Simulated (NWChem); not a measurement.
Molecule: C$_{3}$H$_{5}$FSi; SMILES C#C[Si@H](C)F

```xyz
10

C      0.0636     2.5664    -0.1939
C     -0.0126     1.3722     0.0280
Si    -0.0923    -0.4265     0.3718
C      1.4048    -1.2919    -0.3042
F     -1.4213    -1.0153    -0.3614
H      0.1262     3.6226    -0.3899
H     -0.2709    -0.6367     1.8334
H      1.4938    -1.1200    -1.3876
H      2.3179    -0.9122     0.1803
H      1.3438    -2.3764    -0.1257
```
Atoms are numbered in this order, from 1.

Structure relaxed at the PBE0/def2-SVP level.

Problem. Give the principal values of the shielding tensors (ppm) of C1, C2, Si3, C4, F5 from KT2/pcSseg-1, GIAO (NWChem), with their diamagnetic and paramagnetic parts as GIAO splits them.

Solution. 
```tsv
atom	σ11	σ22	σ33	isotropic	diamagnetic	paramagnetic
C1	13.3	15.9	239.9	89.7	259.2	-169.5
C2	11.0	15.0	287.2	104.4	256.9	-152.6
Si3	302.0	379.8	430.1	370.6	884.3	-513.7
C4	169.0	186.9	190.3	182.1	256.2	-74.2
F5	325.8	361.8	367.9	351.8	474.7	-122.8
```
